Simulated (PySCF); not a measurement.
C7H4F3N.
Atom-mapped SMILES: `[F:1][C:2]([F:3])([F:4])[C:5]#[C:6][n:7]1[cH:8][cH:9][cH:10][cH:11]1` (hydrogens: H12 on C8; H13 on C9; H14 on C10; H15 on C11)

Method: PBE0-D3(BJ)/def2-SVP geometry optimisation, gas phase (PySCF 2.14.0); density fitting, grid level 2; the optimiser is geomeTRIC in internal coordinates, started from a GFN2-xTB structure.

Step 2: E = -16931.9543 eV
```
atom  x, y, z in Å  |  force x, y, z in eV/Å
F1      3.9307    1.0841   -0.3568   -0.036   0.108  -0.034
C2      3.4202   -0.0904    0.0079    0.022   0.001   0.002
F3      3.8646   -1.0004   -0.8598   -0.055  -0.051  -0.037
F4      3.9276   -0.4010    1.2006   -0.046  -0.022   0.067
C5      1.9546   -0.0391    0.0542    0.107  -0.042   0.013
C6      0.7463   -0.0139    0.1029   -0.041  -0.012   0.017
N7     -0.5915    0.0171    0.1584   -0.106   0.018  -0.025
C8     -1.3903   -0.7729    0.9760    0.044  -0.072   0.069
C9     -2.6955   -0.4429    0.7355    0.055   0.033   0.008
C10    -2.7069    0.5860   -0.2579    0.050  -0.037  -0.016
C11    -1.4084    0.8477   -0.5984    0.005   0.083  -0.063
H12    -0.9331   -1.4908    1.6516   -0.008  -0.015   0.002
H13    -3.5610   -0.8874    1.2225    0.007  -0.003   0.004
H14    -3.5827    1.0763   -0.6777    0.006   0.000  -0.005
H15    -0.9678    1.5427   -1.3082   -0.006   0.013   0.000
```

Step 3: E = -16931.9555 eV
```
atom  x, y, z in Å  |  force x, y, z in eV/Å
F1      3.9205    1.0857   -0.3560   -0.025   0.037  -0.015
C2      3.4152   -0.0922    0.0101    0.042   0.009   0.002
F3      3.8600   -1.0023   -0.8583   -0.034  -0.012  -0.003
F4      3.9226   -0.4011    1.2042   -0.028  -0.008   0.016
C5      1.9515   -0.0443    0.0567    0.021  -0.034   0.011
C6      0.7430   -0.0168    0.1030    0.041   0.029  -0.023
N7     -0.5942    0.0196    0.1543    0.096  -0.026   0.008
C8     -1.3841   -0.7748    0.9766   -0.049   0.078  -0.061
C9     -2.6884   -0.4414    0.7370   -0.024  -0.005   0.010
C10    -2.7035    0.5852   -0.2592   -0.007  -0.010   0.003
C11    -1.4077    0.8530   -0.6037   -0.017  -0.056   0.054
H12    -0.9249   -1.4940    1.6495    0.004  -0.001  -0.005
H13    -3.5528   -0.8854    1.2255   -0.013  -0.004   0.002
H14    -3.5813    1.0734   -0.6766   -0.012   0.001  -0.002
H15    -0.9690    1.5503   -1.3124    0.005   0.000   0.004
```

**Question.** Estimate the geometry and energy of step 4. (The exact step hangs on the optimiser's Hessian estimate; all steps are aligned on step 3, rigid shifts and turns removed.)

**Answer.** E = -16931.9559 eV, largest force 0.062 eV/Å
```
atom  x, y, z in Å  |  force x, y, z in eV/Å
F1      3.9099    1.0940   -0.3622    0.028  -0.045   0.010
C2      3.4168   -0.0889    0.0076   -0.045   0.004   0.002
F3      3.8571   -0.9997   -0.8628    0.037   0.033   0.024
F4      3.9247   -0.3961    1.2021    0.033   0.019  -0.040
C5      1.9548   -0.0485    0.0587   -0.058  -0.018   0.011
C6      0.7465   -0.0226    0.1065    0.011   0.007   0.004
N7     -0.5907    0.0136    0.1586   -0.028   0.000  -0.002
C8     -1.3893   -0.7757    0.9771    0.018  -0.014   0.030
C9     -2.6927   -0.4393    0.7376    0.034   0.003  -0.032
C10    -2.7000    0.5850   -0.2606   -0.015   0.024   0.005
C11    -1.4019    0.8489   -0.5994   -0.014  -0.011  -0.009
H12    -0.9347   -1.4978    1.6502    0.002  -0.003   0.002
H13    -3.5599   -0.8804    1.2247    0.002  -0.002  -0.002
H14    -3.5747    1.0762   -0.6817   -0.003   0.003  -0.001
H15    -0.9594    1.5463   -1.3057   -0.001   0.000  -0.001
```

The energy changes by -0.0003 eV. The first-order estimate −F·Δx gives -0.0020 eV and the mean of the old and new forces, exact on a quadratic surface, -0.0004 eV. The step makes an angle of 72° with the force vector and moves no atom by more than 0.015 Å.

What follows is the cost of the whole optimisation. Time: 2.1 min of wall time; peak memory 0.82 GiB. Hardware: one thread of an Arm Neoverse V1 (shared host).
